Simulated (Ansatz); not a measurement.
Total energies of CH4BClSi.

Z-matrix (Å, degrees):
```
C
B 1 1.467
Cl 1 1.712 2 124.6
H 1 1.087 2 125.6 3 -180.0
Si 2 1.887 1 103.2 3 179.8
H 2 1.190 1 127.6 3 -0.0
H 5 1.490 2 131.2 1 -179.8
H 5 1.487 2 120.6 1 0.1
```

Total charge 0; spin multiplicity 1. The bonds changed during the relaxation, so this is another structure than the one it started from. The structure was optimised at the PBE0-D4/def2-TZVP level. Basis def2-TZVPP, the Gaussian-basis code of Ansatz.

RPA on PBE orbitals: Hartree–Fock energy of these orbitals -813.20895 Eh, correlation -1.01826 Eh (frozen core).

```json
{"functional": "LDA (SPW92)", "energy without D4 (Eh)": "-811.71169", "D4 term (kJ/mol)": "–"}
{"functional": "r2SCAN", "energy without D4 (Eh)": "-814.92161", "D4 term (kJ/mol)": "-4.2"}
```

Task: Give the same for PBE, revPBE, BLYP, B97M-V, PBE0, B3LYP, r2SCANh, r2SCAN0, HSE06 (plane-wave form), BHLYP, CAM-B3LYP, LC-ωPBE, ωB97X-V, ωB97M-V, B2PLYP, PBE-QIDH. (Best estimate.)

Result: Ansatz gave: 
```
             functional  energy without D4 (Eh)  D4 term (kJ/mol)
                    PBE              -814.59053             -17.9
                 revPBE              -814.86532             -52.8
                   BLYP              -814.98793             -39.5
                 B97M-V              -814.84257                 –
                   PBE0              -814.65940             -15.1
                  B3LYP              -815.06548             -29.2
                r2SCANh              -814.91391              -4.5
                r2SCAN0              -814.90343              -5.1
HSE06 (plane-wave form)              -814.64126             -14.2
                  BHLYP              -814.97435             -23.0
              CAM-B3LYP              -814.99014             -15.5
                LC-ωPBE              -814.73528                 –
                ωB97X-V              -814.87838                 –
                ωB97M-V              -814.93315                 –
                 B2PLYP              -814.70435                 –
               PBE-QIDH              -814.47324                 –
```

B3LYP takes the VWN-RPA correlation (the form of Gaussian; ORCA's B3LYP/G). HSE06 is the plane-wave form, built on full-range PBE exchange. The double hybrids freeze the cores in their second-order part.

LC-ωPBE has ω = 0.4 bohr⁻¹.
